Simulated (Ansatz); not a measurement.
H6B2Si, SMILES `BB[SiH3]` (charge 0, multiplicity 1).

These are frozen-core CCSD(T)/6-31g // PBE0-D3(BJ)/def2-TZVP (Ansatz, an electronic-structure program) values and carry that method's errors.

Ansatz 0.2 input:
```yaml
crystal:
  periodic: [false, false, false]
  atoms:
    - { symbol: B, position_ang: [1.735256, 0.047603, 0.002848] }
    - { symbol: B, position_ang: [0.33994, -0.021568, 0.7989] }
    - { symbol: Si, position_ang: [-1.345893, -0.024077, -0.322375] }
    - { symbol: H, position_ang: [2.285184, -0.942091, -0.397377] }
    - { symbol: H, position_ang: [2.230423, 1.093568, -0.317947] }
    - { symbol: H, position_ang: [0.15943, -0.072994, 1.980846] }
    - { symbol: H, position_ang: [-2.178869, 1.147117, 0.071234] }
    - { symbol: H, position_ang: [-2.108344, -1.269608, -0.025575] }
    - { symbol: H, position_ang: [-1.117129, 0.042052, -1.790553] }
basis:
  gaussian: { orbitals: "6-31g" }
correlation:
  method: ccsd_t
```

Output:

```
Functional definition: HF
584 factors; integrals over basis functions are off by at most 2.4e-4 eV
mean field evaluation 1: about -9295.5404 eV, gradient 1.4e1 eV
mean field evaluation 2: about -9295.5400 eV, gradient 1.4e1 eV
mean field evaluation 4: about -9296.6750 eV, gradient 5.4e-1 eV
mean field evaluation 8: about -9296.6778 eV, gradient 1.0e-2 eV
mean field evaluation 16: about -9296.6785 eV, gradient 1.7e-1 eV
mean field -9296.67775184 eV, -341.6466058655 hartree, gradient 1.4e-6 eV, S^2 0.000000; 1 other end points of the search recorded, 0 dependent functions left out
7 core orbitals not correlated
reference -9296.67775184 eV, -341.6466058655 hartree; 8, 8 occupied and 28, 28 virtual orbitals, 584 factors
second order -4.25269463 eV of doubles, -0.00000000 eV of singles
cycle   1  -5.08372310 eV  change   -8.3e-1 eV  update   7.5e-2
cycle   2  -5.43680045 eV  change   -3.5e-1 eV  update   2.9e-2
cycle   3  -5.46266754 eV  change   -2.6e-2 eV  update   9.0e-3
cycle   4  -5.45997359 eV  change    2.7e-3 eV  update   3.7e-3
cycle   5  -5.45950137 eV  change    4.7e-4 eV  update   1.4e-3
cycle   6  -5.45953803 eV  change   -3.7e-5 eV  update   4.4e-4
cycle   7  -5.45949113 eV  change    4.7e-5 eV  update   1.7e-4
cycle   8  -5.45950703 eV  change   -1.6e-5 eV  update   6.4e-5
cycle   9  -5.45951471 eV  change   -7.7e-6 eV  update   2.8e-5
cycle  10  -5.45950728 eV  change    7.4e-6 eV  update   1.0e-5
perturbative correction -0.11567588 eV, -0.0042510100 hartree
Total energy: -9302.25293500 eV, -341.8514900677 hartree
```
